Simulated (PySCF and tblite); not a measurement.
Results of a calculation; reference values are marked as such.
Stationary points of C₂H₁₀OP₂Si₂ at GFN2-xTB, in Å:

Structure A

```
 1 C     3.421    0.462   -0.238
 2 O     2.333    0.135    0.574
 3 Si    0.973   -0.575    0.070
 4 P    -0.222    0.617   -1.449
 5 Si   -1.748    0.563    0.240
 6 C    -3.256   -0.477   -0.269
 7 P    -0.431   -0.423    1.812
 8 H     4.094    1.097    0.338
 9 H     3.948   -0.443   -0.546
10 H     3.089    0.995   -1.132
11 H     1.192   -1.919   -0.478
12 H     0.305    1.833   -1.051
13 H    -2.123    1.907    0.702
14 H    -3.843    0.045   -1.017
15 H    -3.893   -0.666    0.588
16 H    -2.955   -1.433   -0.687
17 H    -0.933   -1.699    1.642
```

Structure B

```
 1 C     3.542    0.548    0.007
 2 O     2.420    0.161    0.739
 3 Si    1.114   -0.555    0.126
 4 P    -0.228    0.647   -1.139
 5 Si   -1.801    0.515    0.406
 6 C    -3.396   -0.365   -0.143
 7 P    -0.406   -0.648    1.778
 8 H     4.229    1.056    0.683
 9 H     4.034   -0.325   -0.428
10 H     3.253    1.225   -0.800
11 H     1.466   -1.812   -0.543
12 H    -0.104    1.246   -2.349
13 H    -2.100    1.823    1.007
14 H    -3.941    0.253   -0.849
15 H    -4.041   -0.547    0.711
16 H    -3.187   -1.319   -0.621
17 H    -0.856   -1.903    1.416
```

Structure C

```
 1 C     3.384    0.741    0.041
 2 O     2.342    0.079    0.695
 3 Si    1.112   -0.671   -0.034
 4 P    -0.062    0.778   -1.321
 5 Si   -1.571    0.511    0.366
 6 C    -3.276   -0.119   -0.199
 7 P    -0.374   -0.960    1.623
 8 H     3.903    1.359    0.773
 9 H     4.081    0.016   -0.385
10 H     2.994    1.371   -0.763
11 H     1.523   -1.870   -0.774
12 H    -0.606   -0.193   -2.142
13 H    -1.668    1.787    1.090
14 H    -3.743    0.600   -0.862
15 H    -3.924   -0.258    0.659
16 H    -3.205   -1.067   -0.724
17 H    -0.918   -2.093    1.046
```

The path came from a restrained scan, a climbing-image band and a saddle search at GFN2-xTB; energies are PBE0/pcSseg-1 + D3(BJ)//GFN2-xTB, thermal terms GFN2-xTB.

Task: Which structure is a saddle point, and along which motion?

Result: B: one imaginary mode (502i cm⁻¹ at GFN2-xTB, mostly on H12, P4), along the pyramidal inversion at P4.

Task: Give their symmetry and energies above the lowest.

Result: A C1, 0.2 kcal/mol; B C1, 14.9 kcal/mol; C C1, 0.0 kcal/mol.
